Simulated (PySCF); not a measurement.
C2H3BFNO2, SMILES COB(F)N=C=O. Coordinates come from a PBE-D3(BJ)/def2-SVP optimisation. This is a generated structure with no PubChem entry under its InChIKey; it may be hypothetical. One conformer was computed; it need not be the lowest.

Question: Give the equilibrium geometry at PBE-D3(BJ)/def2-SVP (PySCF confirms it by a frequency run) as bond lengths and angles, and its point group. (The exact figures need the calculation; the answer reports its results.)

Answer: This is not unique; one that fits is point group Cs.
Atoms: B1 F2 N3 C4 O5 O6 C7 H8 H9 H10. Bond lengths (Å): B1–F2 1.339, B1–N3 1.439, B1–O6 1.351, N3–C4 1.214, C4–O5 1.179, O6–C7 1.419, C7–H8 1.109, C7–H9 1.109, C7–H10 1.110. Angles (°): F2–B1–N3 119.8, F2–B1–O6 117.5, N3–B1–O6 122.7, B1–N3–C4 152.9, N3–C4–O5 175.8, B1–O6–C7 123.6, O6–C7–H8 109.1, O6–C7–H9 109.1, O6–C7–H10 112.0, H8–C7–H9 108.3, H8–C7–H10 109.1, H9–C7–H10 109.1.
